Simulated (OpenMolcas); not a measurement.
## InPH6 (SMILES [PH3+][InH3-]): name the method

The species is InPH6 (8 atoms), meant as a singlet with charge 0. SMILES: `[PH3+][InH3-]`. The shape is that of a PBE0-D4/def2-TZVP optimisation.

```xyz
8

P    -0.5933    0.0626   -1.0266
In    0.8220   -0.0999    1.3628
H    -1.9975   -0.0772   -1.0218
H    -0.3189   -0.8557   -2.0621
H    -0.5268    1.2405   -1.8008
H     0.0233    1.2408    2.1119
H     2.3761    0.1407    0.6389
H     0.3074   -1.7088    1.7418
```

Orbital energies and the dipole are those of the mean-field step.

A calculation with OpenMolcas 26.06 gave:

```json
{
  "total energy": "-533.5202 Eh",
  "dipole moment": "4.02 D",
  "HOMO energy": "-10.37 eV",
  "LUMO energy": "2.32 eV",
  "HOMO–LUMO gap": "12.69 eV"
}
```

Task: Which of these levels gave the numbers?
A. M06-2X/def2-SVP (core potential)
B. r2SCAN/def2-SVP (core potential)
C. SVWN5/def2-SVP (core potential)
D. MP2/def2-SVP (core potential)

Result: D. The others give -534.9667 Eh (r2SCAN/def2-SVP (core potential)), -534.8219 Eh (M06-2X/def2-SVP (core potential)), -533.2851 Eh (SVWN5/def2-SVP (core potential)).
